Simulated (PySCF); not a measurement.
C₄H₆ClF, SMILES C[C@H](/C=C\Cl)F. Heavy atoms are numbered as in [CH3:1][C@@H:2]([F:3])/[CH:4]=[CH:5]\[Cl:6]. Hydrogens are named by the atom that carries them.

Geometry optimised at TPSSh-D3(BJ)/def2-SVP. The structure was generated by enumeration; whether it is a known compound was not checked. Other conformers were not sampled.

Method: PBE/def2-TZVP in PySCF.

ESP charges are fitted to the potential on shells at 1.4 to 2.0 van der Waals radii. Atomic charges (e), one atom of each kind:

```json
[
 {"atom": "C1 (CH3)", "Mulliken": "-0.35", "ESP fit": "-0.60"},
 {"atom": "C2 (CH)", "Mulliken": "0.15", "ESP fit": "0.51"},
 {"atom": "F3", "Mulliken": "-0.21", "ESP fit": "-0.29"},
 {"atom": "C4 (CH)", "Mulliken": "-0.17", "ESP fit": "-0.28"},
 {"atom": "C5 (CH)", "Mulliken": "-0.06", "ESP fit": "-0.21"},
 {"atom": "Cl6", "Mulliken": "-0.09", "ESP fit": "-0.05"},
 {"atom": "H on C1", "Mulliken": "0.12", "ESP fit": "0.17"},
 {"atom": "H on C2", "Mulliken": "0.08", "ESP fit": "0.03"},
 {"atom": "H on C4", "Mulliken": "0.13", "ESP fit": "0.18"},
 {"atom": "H on C5", "Mulliken": "0.15", "ESP fit": "0.20"}
]
```

Computed Mayer and Wiberg (Löwdin basis) orders of the bonds:
```csv
bond,Mayer,Wiberg
C1–C2,0.99,1.26
C2–F3,1.04,1.60
C2–C4,1.01,1.18
C4–C5,1.89,2.10
C5–Cl6,1.11,1.71
```
